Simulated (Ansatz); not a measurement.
Reaction (SMILES): F[SiH] (F-SiH) (closed-shell singlet) → F atom + H atom + Si atom
B3LYP-D3(BJ)/def2-TZVP geometries, fixed; electronic energies without zero-point terms.
Largest species:
```
Si
F 1 1.6199
H 1 1.5380 2 96.45
```
Charge 0, spin multiplicity 1.

How fast the atomisation energy converges with the basis for several methods (Ansatz, a quantum-chemistry and plane-wave program): deviation from each method's own reference, in kcal/mol. References: CCSD(T) 220.69 kcal/mol, Hartree-Fock in aug-cc-pV(Q+d)Z plus the correlation part extrapolated as X^-3 from aug-cc-pV(T+d)Z and aug-cc-pV(Q+d)Z; HF 156.61 kcal/mol, the value in aug-pcseg-3; MP2 225.15 kcal/mol, Hartree-Fock in aug-cc-pV(Q+d)Z plus the correlation part extrapolated as X^-3 from aug-cc-pV(T+d)Z and aug-cc-pV(Q+d)Z; PBE 219.22 kcal/mol, the value in pcseg-4; PBE0 212.53 kcal/mol, the value in pcseg-4; wB97M-V 221.71 kcal/mol, the value in pcseg-4. Cartesian d functions, on some or all atoms, in 6-31G**, 6-31+G*, 6-311+G**; all else is spherical. In correlated methods cores are frozen. A restricted Hartree-Fock determinant is unstable towards unrestricted orbitals. Open shells are unrestricted. No added dispersion term, no relativity. Functionals ending in -V hold VV10 correlation. 

| basis | functions | CCSD(T) | HF | MP2 | PBE | PBE0 | wB97M-V |
|---|---|---|---|---|---|---|---|
| 6-31G** | 39 | -19.74 | -7.19 | -21.07 | -3.84 | -5.39 | -3.67 |
| 6-31+G* | 44 | -23.27 | -7.16 | -24.08 | -6.32 | -6.63 | -5.77 |
| 6-311+G** | 59 | -20.34 | -10.11 | -22.34 | -8.66 | -9.22 | -9.14 |
| def2-TZVPP | 87 | -8.09 | -1.79 | -8.27 | -0.83 | -1.19 | -0.63 |
| def2-TZVPPD | 105 | -7.36 | -1.48 | -7.44 | -0.77 | -1.01 | -0.59 |
| cc-pV(Q+d)Z | 149 | -3.18 | -0.52 | -3.32 | 0.52 | 0.13 | 0.13 |
| def2-QZVPP | 157 | -3.34 | -0.62 | -3.48 | -0.28 | -0.36 | -0.42 |
| def2-QZVPPD | 175 | -3.25 | -0.57 | -3.35 | -0.30 | -0.34 | -0.42 |

Mean absolute deviation over 6-311+G**, def2-TZVPP, def2-TZVPPD: PBE 3.42, wB97M-V 3.45, PBE0 3.81, HF 4.46, CCSD(T) 11.93, MP2 12.68 kcal/mol.
